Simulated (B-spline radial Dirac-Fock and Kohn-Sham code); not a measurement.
**Energy-loss ionisation edge M3 (3p3/2) of Tl**

System: atomic thallium, configuration [Xe] 4f14 5d10 6s2 6p1. Model: the first Born approximation with generalised oscillator strengths from a Dirac-Hartree-Slater potential (longitudinal and transverse terms; continuum final states only, so no white lines or fine structure). Program: an atomic code on a B-spline grid. The edge is taken at 2957.0 eV (tabulated value).

The run's input, task.json:

```json
{"items": [{
  "Z": 81,
  "q": 0,
  "cfg": [[1, 0, 2], [2, 0, 2], [2, 1, 6], [3, 0, 2], [3, 1, 6], [3, 2, 10], [4, 0, 2], [4, 1, 6], [4, 2, 10], [4, 3, 14], [5, 0, 2], [5, 1, 6], [5, 2, 10], [6, 0, 2], [6, 1, 1]],
  "A": 205,
  "rrms": 5.4759,
  "do": "eels",
  "beams": [[60, 10], [60, 50], [60, 100], [80, 10], [80, 50], [100, 5], [100, 10], [100, 50], [100, 100], [200, 5], [200, 10], [200, 100], [300, 20], [300, 100]],
  "edges": {"M3": 2957.0}
}]}
```

Launch: `python xray2_run.py task.json out`

Partial cross sections σ(β, Δ) in barn, integrated over a window Δ above the edge and up to the collection semi-angle β, for parallel illumination:

```tsv
E₀ (kV)	β (mrad)	Δ = 25 eV	Δ = 50 eV	Δ = 100 eV	Δ = 200 eV	Δ = 300 eV
60	10	1.15	2.48	5.04	9.63	13.6
60	50	12.9	28.7	59.6	116	166
60	100	22.0	50.7	108	214	309
80	10	1.52	3.28	6.65	12.7	18.0
80	50	13.3	29.6	61.7	121	173
100	5	?	?	?	?	?
100	10	1.87	4.03	8.17	15.6	22.1
100	50	13.4	29.8	62.2	122	175
100	100	19.2	44.7	96.2	192	278
200	5	1.11	2.38	4.80	9.16	13.0
200	10	3.34	7.18	14.6	28.0	39.9
200	100	15.4	36.3	78.6	158	230
300	20	7.89	17.2	35.5	69.2	99.5
300	100	13.8	32.4	70.3	141	206
```

Problem. Give the row for 100 kV and 5 mrad.

Solution. 0.522 b for 25 eV, 1.12 b for 50 eV, 2.27 b for 100 eV, 4.32 b for 200 eV, 6.09 b for 300 eV.

Values without a named source are computed, but for edge energies of neutral atoms, which are taken from tables.
